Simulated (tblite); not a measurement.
C4H11PSi.
Geometry (GFN2-xTB, Å), atoms numbered from 1 in this order:
```xyz
17
C4H11PSi angstrom
C     -1.4251   -1.1922    0.0546
C     -0.8783    0.0632    0.7118
P     -1.5644    1.6310   -0.0972
C      0.1588    1.4324   -0.8072
C      0.5608    0.4497    0.3054
Si     1.7977   -0.9147   -0.1724
H     -2.4823   -1.3080    0.2904
H     -1.3229   -1.1386   -1.0280
H     -0.8924   -2.0734    0.4102
H     -1.0367    0.0062    1.7924
H     -1.1406    2.4634    0.9556
H      0.7510    2.3423   -0.8946
H      0.1051    0.9591   -1.7896
H      0.9957    1.0261    1.1301
H      1.9185   -1.8567    0.9415
H      3.0867   -0.2686   -0.4286
H      1.3615   -1.6089   -1.3844
```

Method: GFN2-xTB as coded in tblite; computed harmonic values from a numerical Hessian at the method's own geometry, unscaled. This tight-binding method is rough: wavenumbers can miss measured ones by several per cent, in bad cases by 10 to 20. Modes of hydrogen on phosphorus and silicon can be 10 to 20 % off. One conformer, not necessarily the lowest.

Harmonic wavenumbers (cm⁻¹): 105.5, 133.4, 182.5, 244.7, 256.5, 266.7, 353.9, 478.5, 541.9, 588.9, 666.1, 692.4, 719.8, 773.6, 778.5, 788.5, 804.2, 820.8, 925.0, 939.5, 1013.5, 1019.4, 1039.9, 1085.4, 1130.1, 1159.9, 1176.0, 1247.3, 1262.9, 1302.3, 1407.8, 1455.4, 1489.8, 1495.0, 2210.0, 2258.4, 2262.1, 2267.4, 2908.1, 2931.4, 2962.1, 2988.2, 3005.3, 3013.9, 3022.4.

A = 3929, B = 1560, C = 1255 MHz; mass 118.037 u (most abundant isotopes); point group C1, symmetry number 1.

**Question.** What is the zero-point energy?

**Answer.** ½Σν̃ = 29087 cm⁻¹ = 83.17 kcal/mol.

**Question.** Give the ideal-gas entropy at 400 K and 1 bar in the rigid-rotor, harmonic-oscillator model (classical rotation).

**Answer.** Translation 41.70, rotation 29.00, vibration 28.32: S = 99.0 cal/(mol K).

**Question.** And Cp and H(400 K) − H(0)?

**Answer.** Cp = 43.17 cal/(mol K), of which vibrations give 35.22 (their classical limit is 45 R = 89.4); H(400 K) − H(0) = 9.73 kcal/mol without the zero-point energy, 6.55 from vibrations.

**Question.** Which modes carry the vibrational entropy at 400 K?

**Answer.** 105.5 cm⁻¹: 3.92; 133.4 cm⁻¹: 3.47; 182.5 cm⁻¹: 2.86; 244.7 cm⁻¹: 2.30; 256.5 cm⁻¹: 2.22; 266.7 cm⁻¹: 2.14 cal/(mol K); the other 39 give 11.41 together.

**Question.** Blend soft modes into free rotors: weight 1/[1 + (100 cm⁻¹/ν̃)⁴] for the oscillator and the rest for a rotor with moment μB/(μ + B), μ = h/(8π²ν), B = 10⁻⁴⁴ kg m². What vibrational entropy results?

**Answer.** 27.78 cal/(mol K) in place of 28.32, which changes −T·S at 400 K by +0.21 kcal/mol.

Hindered rotation and anharmonicity are outside this model. Other conformers, if any are populated, would add a mixing term that is left out. The structure is chiral; the term R ln 2 for an equal mix with its mirror image is left out.

Time: 0.57 s. Hardware: one thread, Arm Neoverse V1 (aarch64), no GPU, shared host. The figure is for the frequency step alone.
